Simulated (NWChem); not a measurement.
Molecule: SiH3S2F; SMILES F[SiH](S)S

```xyz
7

Si    -0.4422    -0.4417    -0.0106
F     -1.8656     0.3275     0.1325
S      0.6946     0.2140    -1.6781
S      0.7512     0.0558     1.6757
H     -0.7903    -1.8775    -0.1488
H      0.1311    -0.6772    -2.5243
H     -0.3060     0.0773     2.5189
```
Atoms are numbered in this order, from 1.

Program: NWChem. Pople sets run with spherical d functions. Geometry: optimised at PBE0/def2-SVP. GIAO values for the isolated, static molecule; σ is the absolute isotropic shielding, δ = σ(reference) − σ with the isolated reference molecule computed at the same levels (19F: trichlorofluoromethane, 1H: tetramethylsilane, 29Si: tetramethylsilane).

| level | δ Si1 (ppm) | δ F2 (ppm) | σ S3 (ppm) | σ S4 (ppm) | δ H5 (ppm) | δ H6 (ppm) | δ H7 (ppm) |
|---|---|---|---|---|---|---|---|
| Hartree-Fock/6-31G* | 26.6 | -83.6 | 721.6 | 748.4 | 5.64 | 0.90 | 0.72 |
| LDA (Slater exchange, VWN5)/pcSseg-1 | 33.9 | -128.1 | 617.0 | 649.9 | 6.63 | 1.69 | 1.42 |
| B3LYP/6-31G* | 44.5 | -108.3 | 653.7 | 681.8 | 6.09 | 0.81 | 0.56 |
| KT2/pcSseg-1 | 25.2 | -137.7 | 646.1 | 676.0 | 6.30 | 1.40 | 1.15 |
